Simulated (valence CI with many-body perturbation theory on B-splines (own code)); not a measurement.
## Forbidden lines of Ir36+

Computed by relativistic CI+MBPT: five valence electrons over a frozen Dirac-Fock core [Kr], a basis of 7 s, 7 p, 8 d, 6 f, 4 g, 1 h functions for each j, with the one-electron correlation potential Σ1, the two-electron term Σ2, the three-electron term Σ3, Breit, model QED; selected CI, second order for the rest, scaled by the run's own slope (own B-spline code, finite nucleus).

No measured spectrum was set against this ion. As an estimate, large intervals hold to a few tenths of a per cent, small ones and those within an open d or f shell to about a per cent. The list stops below the first excitations out of the core.

Lines 1 to 50 of 120 in falling wavelength, among levels below 1085200 cm⁻¹, chosen from the decays that carry over 1 % of a level's rate. Wavelengths and rates use the calculated energies. Electric multipoles are in the length gauge, E1 and E2 with the static RPA response of the core. Weak lines are less certain than strong ones. Lines between different terms over intervals too small for the method are left out, as are lines whose strength nearly cancels. Branching is blank where the lifetime is uncertain.

Levels are named by their leading jj configuration (3d3/2^4 stands for four electrons in 3d with j = 3/2), which in mixed levels can hold well under half, so a name can repeat and another be missing. Letters in brackets count levels of one name in rising energy.

| λ vac (Å) | Upper | Lower | Type | A (s⁻¹) | Branch % |
| --- | --- | --- | --- | --- | --- |
| 12100 | (4d3/2^3 4d5/2^2) J=11/2 | (4d3/2^3 4d5/2^2) J=7/2 [a] | E2 | 3.00e-07 |  |
| 7362 | (4d3/2^3 4d5/2^2) J=9/2 | (4d3/2^3 4d5/2^2) J=11/2 | M1 | 2.24e+01 | 14.9 |
| 4576 | (4d3/2^3 4d5/2^2) J=9/2 | (4d3/2^3 4d5/2^2) J=7/2 [a] | M1 | 1.09e+02 | 72.5 |
| 3721 | (4d3/2^3 4d5/2^2) J=5/2 [b] | (4d3/2^3 4d5/2^2) J=3/2 [a] | M1 | 1.62e+02 | 3.1 |
| 2832 | (4d3/2^3 4d5/2^2) J=1/2 | (4d3/2^3 4d5/2^2) J=3/2 [a] | M1 | 1.08e+03 | 94.5 |
| 2537 | (4d3/2^3 4d5/2^2) J=7/2 [a] | (4d3/2^3 4d5/2^2) J=5/2 [a] | M1 | 5.96e+02 | 1.3 |
| 2139 | (4d3/2^3 4d5/2^2) J=7/2 [b] | (4d3/2^3 4d5/2^2) J=7/2 [a] | M1 | 2.19e+02 | 7.4 |
| 1834 | (4d3/2^2 4d5/2^3) J=1/2 [b] | (4d3/2^2 4d5/2^3) J=3/2 [a] | M1 | 1.78e+03 | 1.6 |
| 1772 | (4d3/2^3 4d5/2^2) J=3/2 [b] | (4d3/2^3 4d5/2^2) J=1/2 | M1 | 2.09e+02 | 1.4 |
| 1747 | (4d3/2^2 4d5/2^3) J=7/2 [b] | (4d3/2^2 4d5/2^3) J=7/2 [a] | M1 | 4.67e+02 | 1.2 |
| 1675 | (4d3/2^2 4d5/2^3) J=9/2 [c] | (4d3/2^2 4d5/2^3) J=9/2 [b] | M1 | 1.41e+03 | 3.1 |
| 1541 | (4d3/2^3 4d5/2^2) J=3/2 [b] | (4d3/2^3 4d5/2^2) J=5/2 [b] | M1 | 5.94e+02 | 4.1 |
| 1413 | (4d3/2^3 4d5/2^2) J=5/2 [b] | (4d3/2^3 4d5/2^2) J=5/2 [a] | M1 | 3.36e+03 | 64.8 |
| 1351 | (4d3/2^2 4d5/2^3) J=3/2 [c] | (4d3/2^2 4d5/2^3) J=1/2 [b] | M1 | 9.85e+02 | 2.1 |
| 1208 | (4d3/2^2 4d5/2^3) J=1/2 [a] | (4d3/2^3 4d5/2^2) J=3/2 [b] | M1 | 4.97e+03 | 3.7 |
| 1108 | (4d3/2^2 4d5/2^3) J=3/2 [a] | (4d3/2^3 4d5/2^2) J=3/2 [b] | M1 | 2.35e+03 | 1.1 |
| 1095 | (4d3/2^2 4d5/2^3) J=3/2 [b] | (4d3/2^2 4d5/2^3) J=5/2 [a] | M1 | 9.44e+02 | 1.6 |
| 1090 | (4d3/2^3 4d5/2^2) J=3/2 [b] | (4d3/2^3 4d5/2^2) J=3/2 [a] | M1 | 1.68e+03 | 11.5 |
| 1067 | (4d3/2^2 4d5/2^3) J=5/2 [b] | (4d3/2^3 4d5/2^2) J=3/2 [b] | M1 | 3.81e+03 | 3.4 |
| 1058 | (4d3/2^2 4d5/2^3) J=3/2 [c] | (4d3/2^2 4d5/2^3) J=5/2 [c] | M1 | 2.40e+03 | 5.0 |
| 815.8 | (4d3/2^2 4d5/2^3) J=9/2 [a] | (4d3/2^3 4d5/2^2) J=7/2 [b] | M1 | 8.80e+03 | 12.0 |
| 805.2 | (4d3/2^2 4d5/2^3) J=5/2 [c] | (4d3/2^3 4d5/2^2) J=3/2 [b] | M1 | 2.20e+04 | 15.4 |
| 784.2 | (4d3/2^2 4d5/2^3) J=7/2 [a] | (4d3/2^3 4d5/2^2) J=5/2 [b] | M1 | 1.67e+04 | 15.3 |
| 780.5 | (4d3/2^2 4d5/2^3) J=5/2 [a] | (4d3/2^3 4d5/2^2) J=3/2 [a] | M1 | 2.63e+03 | 1.3 |
| 754.3 | (4d3/2^2 4d5/2^3) J=5/2 [d] | (4d3/2^2 4d5/2^3) J=5/2 [b] | M1 | 4.89e+03 | 3.3 |
| 754.2 | (4d3/2^2 4d5/2^3) J=5/2 [a] | (4d3/2^3 4d5/2^2) J=7/2 [a] | M1 | 1.42e+04 | 6.9 |
| 745.3 | (4d3/2^3 4d5/2^2) J=5/2 [a] | (4d3/2^4 4d5/2) J=5/2 | M1 | 8.63e+04 | 100.0 |
| 737.3 | (4d3/2^3 4d5/2^2) J=3/2 [b] | (4d3/2^3 4d5/2^2) J=5/2 [a] | M1 | 1.45e+03 | 9.9 |
| 735.1 | (4d3/2^2 4d5/2^3) J=5/2 [d] | (4d3/2^2 4d5/2^3) J=3/2 [a] | M1 | 3.54e+03 | 2.4 |
| 729.9 | (4d3/2^2 4d5/2^3) J=7/2 [a] | (4d3/2^3 4d5/2^2) J=9/2 | M1 | 2.48e+04 | 22.8 |
| 718.3 | (4d3/2^2 4d5/2^3) J=1/2 [a] | (4d3/2^3 4d5/2^2) J=1/2 | M1 | 4.30e+04 | 31.8 |
| 703.9 | (4d3/2 4d5/2^4) J=7/2 [a] | (4d3/2^2 4d5/2^3) J=5/2 [c] | M1 | 1.62e+04 | 7.0 |
| 701.9 | (4d3/2^2 4d5/2^3) J=11/2 | (4d3/2^3 4d5/2^2) J=9/2 | M1 | 1.07e+04 | 14.5 |
| 698.6 | (4d3/2^2 4d5/2^3) J=5/2 [b] | (4d3/2^3 4d5/2^2) J=7/2 [b] | M1 | 1.16e+04 | 10.4 |
| 690.8 | (4d3/2^2 4d5/2^3) J=1/2 [b] | (4d3/2^3 4d5/2^2) J=3/2 [b] | M1 | 1.80e+03 | 1.6 |
| 681.8 | (4d3/2^2 4d5/2^3) J=3/2 [a] | (4d3/2^3 4d5/2^2) J=1/2 | M1 | 8.34e+03 | 4.0 |
| 678.0 | (4d3/2^2 4d5/2^3) J=9/2 [a] | (4d3/2^3 4d5/2^2) J=9/2 | M1 | 7.58e+02 | 1.0 |
| 664.2 | (4d3/2 4d5/2^4) J=5/2 [a] | (4d3/2^2 4d5/2^3) J=3/2 [a] | M1 | 1.79e+04 | 6.3 |
| 660.1 | (4d3/2 4d5/2^4) J=3/2 [a] | (4d3/2^2 4d5/2^3) J=5/2 [c] | M1 | 1.92e+04 | 6.7 |
| 656.3 | (4d3/2 4d5/2^4) J=7/2 [a] | (4d3/2^2 4d5/2^3) J=9/2 [b] | M1 | 1.61e+04 | 7.0 |
| 644.7 | (4d3/2^2 4d5/2^3) J=3/2 [a] | (4d3/2^3 4d5/2^2) J=5/2 [b] | M1 | 3.40e+04 | 16.4 |
| 640.8 | (4d3/2^2 4d5/2^3) J=11/2 | (4d3/2^3 4d5/2^2) J=11/2 | M1 | 6.34e+04 | 85.5 |
| 630.7 | (4d3/2^2 4d5/2^3) J=5/2 [b] | (4d3/2^3 4d5/2^2) J=5/2 [b] | M1 | 4.25e+04 | 38.3 |
| 629.5 | (4d3/2^2 4d5/2^3) J=7/2 [a] | (4d3/2^3 4d5/2^2) J=7/2 [a] | M1 | 3.93e+04 | 36.1 |
| 620.9 | (4d3/2^2 4d5/2^3) J=9/2 [a] | (4d3/2^3 4d5/2^2) J=11/2 | M1 | 2.49e+04 | 34.0 |
| 619.1 | (4d3/2 4d5/2^4) J=11/2 | (4d3/2^2 4d5/2^3) J=9/2 [b] | M1 | 1.52e+04 | 8.1 |
| 612.2 | (4d3/2^2 4d5/2^3) J=9/2 [b] | (4d3/2^3 4d5/2^2) J=7/2 [b] | M1 | 1.21e+04 | 8.6 |
| 611.1 | (4d3/2^2 4d5/2^3) J=5/2 [d] | (4d3/2^2 4d5/2^3) J=7/2 [a] | M1 | 2.68e+04 | 18.0 |
| 590.6 | (4d3/2^2 4d5/2^3) J=7/2 [b] | (4d3/2^3 4d5/2^2) J=7/2 [b] | M1 | 1.33e+04 | 33.1 |
| 590.5 | (4d3/2^2 4d5/2^3) J=9/2 [a] | (4d3/2^3 4d5/2^2) J=7/2 [a] | M1 | 3.87e+04 | 52.9 |
